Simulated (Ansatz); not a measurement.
C2H7AlOSi can be A, `[CH2]1O[SiH2][CH2][AlH]1`, or B, `[SiH3][Al]1[CH2]C[O]1`.

Calculated with Ansatz (gas phase, PBE0-D4/def2-TZVP geometries, no zero-point term in ΔE). CCSD(T)/CBS adds triple-zeta CCSD(T) − MP2 to the extrapolated MP2 energy (def2 sets, frozen cores). Functionals use def2-TZVPP. B3LYP here is the variant with VWN-RPA as its local correlation; programs differ in this.

(1) Which is lower in electronic energy at CCSD(T)/CBS, and by how much? (Best estimate.)

(2) Give E(B) − E(A) in kcal/mol with CCSD(T)/def2-TZVPP, B3LYP, CCSD/def2-TZVPP, ωB97M-V, B2PLYP, HF/def2-TZVPP, B3LYP-D4. (Estimate.)

Largest T1 diagnostic: 0.014.

Results:

(1) The calculation gave: A, by 9.4 kcal/mol.

(2) Ansatz gave: CCSD(T)/def2-TZVPP 8.0, B3LYP 7.2, CCSD/def2-TZVPP 8.4, ωB97M-V 11.4, B2PLYP 8.4, HF/def2-TZVPP 10.7, B3LYP-D4 9.2. None reverses the order clearly.

From PBE to PBE0 (25 % exact exchange), in def2-TZVPP and without D4, E(B) − E(A) moves by +2.3 kcal/mol. The D4 term adds +1.9 kcal/mol with B3LYP and +1.0 kcal/mol with PBE0; it sums over pairs of atoms, weighted by their polarisabilities, and B3LYP, whose exchange is more repulsive, gets the larger term.
